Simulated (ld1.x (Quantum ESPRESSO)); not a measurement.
# Pseudopotential generation for iridium: PAW, LDA (PZ), non-relativistic.

Ir, PAW, made with ld1.x (Quantum ESPRESSO) 7.5 (LDA (PZ), non-relativistic). Core [Kr] 4d10 4f14, reference 5s2 5p6 5d6 6s0 6p0 (charge +3). Waves: 5s (bound): rcut 1.50, rcutus 1.65 bohr; 6s (bound, empty): rcut 1.50, rcutus 1.65 bohr; 5p (bound): rcut 1.50, rcutus 2.10 bohr; 6p (bound, empty): rcut 1.50, rcutus 2.10 bohr; 5d (bound): rcut 1.20, rcutus 1.55 bohr; 5d channel at -1.95 Ry: rcut 1.20, rcutus 1.55 bohr. Local part: all-electron potential smoothed inside 1.15 bohr (lloc = -2). Core correction: a·sin(br)/r model core, default radius (core density twice the valence density). Augmentation charge: BESSEL, radius 0.90 bohr.

All-electron outer shells of the reference configuration (LDA (PZ), non-relativistic, ld1.x):

```tsv
shell	level (eV)	outermost node (bohr)	outermost maximum (bohr)
5s	-109.70	0.55	0.98
4f	-105.48	–	0.39
5p	-81.58	0.56	1.04
5d	-38.12	0.59	1.26
6s	-28.45	1.27	2.35
6p	-21.95	1.39	2.70
```

Calculated quality:

| Quantity | Value |
| --- | --- |
| Largest excitation error | +22 meV (all-electron minus pseudo) for 5s2 5p6 5d5 6s0 6p0, out of 7 test configurations |
| Lowest eigenvalue of the overlap operator | -0.09 (p channel); it is negative, so in a basis up to 400 Ry S is not positive definite and the file is unfit for use |

The ghost test of this file was not conclusive. Its overlap operator is not positive definite in a basis up to 400 Ry (lowest eigenvalue p -0.09), so the file is unfit for use: the generalised eigenproblem breaks down once the basis is large enough, and its test numbers describe a broken file.

Generation and tests took about 2.4 s on one core of a shared server CPU.
